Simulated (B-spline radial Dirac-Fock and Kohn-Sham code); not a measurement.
## 4f5/2 photoionisation of Ta³⁺ near threshold

System: Ta³⁺, configuration [Xe] 4f14 5d2. The computed 4f5/2 threshold is 61.80 eV; without correlation, outer thresholds are uncertain by 1 to 2 eV. With an open shell the threshold is an average over the terms of the final ion.

Input file task.json (cfg lists n, l and occupation; rrms is the nuclear radius in fm):

```json
{"items": [{
  "Z": 73,
  "q": 3,
  "cfg": [[1, 0, 2], [2, 0, 2], [2, 1, 6], [3, 0, 2], [3, 1, 6], [3, 2, 10], [4, 0, 2], [4, 1, 6], [4, 2, 10], [4, 3, 14], [5, 0, 2], [5, 1, 6], [5, 2, 2]],
  "A": 181,
  "rrms": 5.3507,
  "do": ["binding", "quiet", "photo", "scan"],
  "hv": [76.6, 300, 428.0, 1486.9, 2000, 3520.0, 5414.7, 7770.0, 13100.0, 17479.3, 22162.9, 31900.0, 40000, 80000, 125000.0, 151000.0]
}]}
```

Launch: `python xray_run.py task.json out`

The computed values come from a radial B-spline solver: independent-particle photoionisation in a Dirac-Hartree-Slater potential with a Latter tail, all multipoles, thresholds from Dirac-Fock ΔSCF. Interchannel coupling and autoionising resonances are not included, so magnitudes near threshold are approximate.

**Question.** How do σ and β run from threshold to 400 eV kinetic energy?

**Answer.** The cross section shows no minimum in this range. Its largest value, 2.76 Mb, lies 105 eV above threshold, delayed by the centrifugal barrier of the l+1 channel. β ranges from 0.31 (at 104.7 eV) to 1.97.

| kinetic energy (eV) | σ (Mb) | β |
| --- | --- | --- |
| 1.5 | 0.477 | 1.95 |
| 2.3 | 0.499 | 1.97 |
| 3.7 | 0.534 | 1.96 |
| 5.7 | 0.593 | 1.88 |
| 9.0 | 0.692 | 1.71 |
| 14.0 | 0.860 | 1.43 |
| 21.9 | 1.15 | 1.07 |
| 34.2 | 1.61 | 0.72 |
| 53.5 | 2.21 | 0.46 |
| 83.7 | 2.67 | 0.33 |
| 130.9 | 2.76 | 0.33 |
| 204.6 | 2.36 | 0.43 |
| 319.9 | 1.54 | 0.60 |
